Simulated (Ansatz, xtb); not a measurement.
**C4H5BBrN: which of two isomers lies lower**

We compare a, `Bn1ccc(Br)c1`, a singlet, with b, `Bc1c[nH]cc1Br`, a singlet. Both are isolated molecules in the gas phase, relaxed with r2SCAN-D4/def2-SVP; the shapes shown needn't be the lowest conformers.

a (Å):

```xyz
12

C    -1.9763   -0.4502   -0.3189
C    -1.1695   -1.5497   -0.4218
C     0.1581   -1.0547   -0.6701
C     0.1159    0.3138   -0.7097
B    -1.6934    2.0442   -0.4538
Br    1.6832   -2.1161   -0.8995
N    -1.2080    0.7056   -0.4924
H    -2.8683    2.2129   -0.2548
H    -0.9085    2.9406   -0.6213
H    -3.0460   -0.3663   -0.1354
H    -1.4633   -2.5940   -0.3348
H     0.8998    1.0498   -0.8715
```

b (Å):

```yaml
atoms:
  - { symbol: C, position_ang: [-1.4427, 0.4751, -0.5052] }
  - { symbol: C, position_ang: [-1.3903, -0.7300, -1.2244] }
  - { symbol: C, position_ang: [0.6292, -0.5009, -0.2656] }
  - { symbol: C, position_ang: [-0.1342, 0.5863, 0.0931] }
  - { symbol: B, position_ang: [-2.6546, 1.3908, -0.4336] }
  - { symbol: Br, position_ang: [0.4661, 1.9800, 1.1924] }
  - { symbol: N, position_ang: [-0.1675, -1.2921, -1.0745] }
  - { symbol: H, position_ang: [-3.6600, 1.0796, -1.0319] }
  - { symbol: H, position_ang: [-2.6319, 2.4150, 0.2047] }
  - { symbol: H, position_ang: [-2.1644, -1.2025, -1.8283] }
  - { symbol: H, position_ang: [0.1298, -2.1669, -1.4915] }
  - { symbol: H, position_ang: [1.6525, -0.7742, -0.0189] }
```

Question: Which of the two would you expect CCSD(T)/def2-SVP + ΔMP2/def2-TZVPP electronic energies to favour?

Answer: Structure a; the calculation gives E(b) − E(a) = +17.4 kcal/mol.

The same difference at several levels:

| level | geometry | E(b) − E(a) (kcal/mol) | departure from the last row (kcal/mol) | job, with rough time for the two |
| --- | --- | --- | --- | --- |
| GFN2-xTB | GFN2-xTB | +22.2 | +4.8 | optimisation, 0.33 s |
| HF/STO-3G | GFN2-xTB | +25.6 | +8.1 | single point, 1.9 s |
| r2SCAN-D4/def2-SVP//GFN2-xTB | GFN2-xTB | +14.9 | −2.5 | single point, 9.6 s |
| r2SCAN-D4/def2-SVP | r2SCAN-D4/def2-SVP | +15.0 | −2.4 | optimisation, 82 s |
| HF/def2-SVP | r2SCAN-D4/def2-SVP | +17.6 | +0.2 | part of the CCSD(T) run |
| MP2/def2-SVP | r2SCAN-D4/def2-SVP | +16.3 | −1.1 | part of the CCSD(T) run |
| CCSD(T)/def2-SVP | r2SCAN-D4/def2-SVP | +17.5 | +0.1 | single point |
| CCSD(T)/def2-SVP + ΔMP2/def2-TZVPP | r2SCAN-D4/def2-SVP | +17.4 |  | single point, 4.1 min |

As drawn, b has 1 C–B, 1 N–H in place of 1 B–N, 1 C–H.

The levels shown agree on the order. The largest departure from CCSD(T)/def2-SVP + ΔMP2/def2-TZVPP is that of HF/STO-3G, 8.1 kcal/mol. The last row adds to CCSD(T) the change of the MP2 difference between the two basis sets, here −0.1 kcal/mol.

With thermal terms from frequencies at re-optimised GFN2-xTB minima (ideal gas, soft modes damped towards free rotors, one conformer each, 298.15 K, 1 atm): on the last row, ΔE + ΔZPE = +17.0, ΔH = +17.2, ΔG = +16.9 kcal/mol.

The correlated steps freeze 15 core orbitals; the filled d shell of Br is correlated, in a basis made for valence electrons. Programs: Ansatz 0.2.0, xtb 6.7.1; the last row on 2 threads of Intel(R) Xeon(R) Processor @ 2.50GHz (Skylake/Cascade Lake) on a shared host.
